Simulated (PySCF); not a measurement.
A GIAO shielding run with PySCF 2.14 (density fitting, non-relativistic, gas phase) on `CC1(C)S[SiH2]C=CC1=O`, C6H10OSSi:

```
$ OMP_NUM_THREADS=1 python probes_run.py task.json out

{"job": {"kind": "nmr", "xc": "PBE0", "basis": "pcSseg-1"}, "charge": 0, "multiplicity": 1}
C     -1.228734     0.082625     1.044756
C     -0.771246    -0.151893    -0.387950
C     -1.964132    -0.308487    -1.321246
S      0.195562    -1.738186    -0.508053
Si     1.939355    -1.301588     0.658895
C      2.077450     0.571720     0.677175
C      1.270414     1.368628    -0.018607
C      0.170602     0.925257    -0.907280
O      0.025743     1.422920    -2.000487
H     -0.389010     0.193469     1.727056
H     -1.835236     0.986501     1.091968
H     -1.835735    -0.758701     1.372901
H     -1.621553    -0.466671    -2.340420
H     -2.566692    -1.159490    -1.014786
H     -2.572329     0.593426    -1.299057
H      3.054890    -1.924082    -0.036974
H      1.756665    -1.791018     2.025041
H      2.863253     1.022518     1.269201
H      1.420928     2.442305    -0.039596
```

Hardware: 1 thread of an Intel Xeon, shared host. The job also computes population analyses, field gradients, ring-centre shieldings.

(1) How large is the calculation?

(2) How long does it take, and how much memory does it need?

Results:

(1) 84 electrons, 217 basis functions and 1169 auxiliary functions.

(2) 2.4 min of wall time, with 15 SCF cycles and 5 response iterations; peak memory 1 GiB. Times on a shared host scatter by some tens of per cent.
